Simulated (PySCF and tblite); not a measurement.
# Conformers and averaged properties: C₆H₉NSSe, numbered as in [CH3:1][CH:2]([CH3:3])[c:4]1[cH:5][n:6][s:7][c:8]1[SeH:9]

Free energies: PBE0-D3(BJ)/pcSseg-1 on GFN2-xTB structures plus GFN2-xTB thermal terms, symmetry and mirror images included. Conformers within 2.5 kcal/mol (GFN2-xTB free energy) were kept, 3 at most. GIAO shieldings: PBE0/pcSseg-1. Shifts are against TMS (¹H), TMS (¹³C), NH3 (¹⁵N), Me2Se (⁷⁷Se) at the same level. Codes: tblite and PySCF.

Torsions listed: C1–C2–C4–C5, S7–C8–Se9–H9.

```json
{"conformer": "1", "shape": "-62°, 0°", "symmetry": "Cs", "E(GFN2) kcal/mol": "0.00", "E(DFT) kcal/mol": "0.00", "G(298.15 K) kcal/mol": "0.00", "weight %": "81.5", "dipole D": "2.18"}
{"conformer": "2", "shape": "119°, 1°", "symmetry": "Cs", "E(GFN2) kcal/mol": "0.15", "E(DFT) kcal/mol": "0.57", "G(298.15 K) kcal/mol": "0.88", "weight %": "18.5", "dipole D": "2.12"}
```

Weights (%) against temperature:

| T (K) | 1 | 2 | S(mix) cal/mol/K |
| --- | --- | --- | --- |
| 250 | 84.4 | 15.6 | 0.86 |
| 298.15 | 81.5 | 18.5 | 0.95 |
| 350 | 79.1 | 20.9 | 1.02 |

Averaged shifts at 298.15 K. ¹H: 8.27 (H5, 1H), 3.98 (H9, 1H), 2.85 (H2, 1H), 1.35 (H1/H3, 6H) ppm. ¹³C: 160.5 (C8), 158.5 (C5), 146.5 (C4), 32.4 (C2), 25.4 (C1/C3) ppm. ¹⁵N: 348.0 (N6) ppm. ⁷⁷Se: 24.5 (Se9) ppm.

Coordinates of conformer 1 (Å):

```xyz
18

C    -1.365    0.763   -1.255
C    -0.628    0.535    0.064
C    -1.548   -0.092    1.111
C     0.582   -0.323   -0.152
C     0.594   -1.648   -0.635
N     1.761   -2.224   -0.750
S     2.961   -1.227   -0.287
C     1.877    0.067    0.097
Se    2.445    1.746    0.756
H    -0.702    1.215   -1.989
H    -1.732   -0.180   -1.655
H    -2.213    1.426   -1.100
H    -0.280    1.509    0.443
H    -2.406    0.552    1.290
H    -1.018   -0.231    2.051
H    -1.907   -1.061    0.771
H    -0.278   -2.214   -0.913
H     3.846    1.393    0.735
```

Coordinates of conformer 2 (Å):

```xyz
18

C    -1.445   -0.609    1.008
C    -0.716   -0.619   -0.336
C    -1.356    0.376   -1.304
C     0.745   -0.319   -0.153
C     1.781   -1.212   -0.500
N     3.008   -0.819   -0.287
S     3.036    0.672    0.358
C     1.309    0.828    0.362
Se    0.486    2.401    1.010
H    -0.980   -1.305    1.702
H    -1.418    0.389    1.446
H    -2.486   -0.894    0.873
H    -0.789   -1.624   -0.767
H    -0.827    0.382   -2.255
H    -1.328    1.383   -0.885
H    -2.394    0.110   -1.484
H     1.626   -2.188   -0.928
H     1.738    3.054    1.314
```

The minima are those of GFN2-xTB; planar forms about aryl–S or allylic bonds may be saddles in DFT. Spin–orbit effects of the heavy atoms on shieldings are missing. Unscaled ¹⁵N shifts at such levels can be off by tens of ppm; differences between conformers or isomers are more reliable. Shifts are unscaled: against experiment ¹³C can be off by 15 ppm or more and ¹H by 0.8 ppm.

Search and properties took 2.5 min on 1 thread of Intel Xeon Platinum 8259CL @ 2.50GHz, shared host (rough), launched as `OMP_NUM_THREADS=1 python ens_run.py task.json out`.


¹⁵N shifts are against a computed isolated NH3 molecule, about 20 ppm from the liquid.

Conformer gaps in pcSseg-1 on xTB geometries can be 2 kcal/mol off for S=O, P=O and other polar bonds.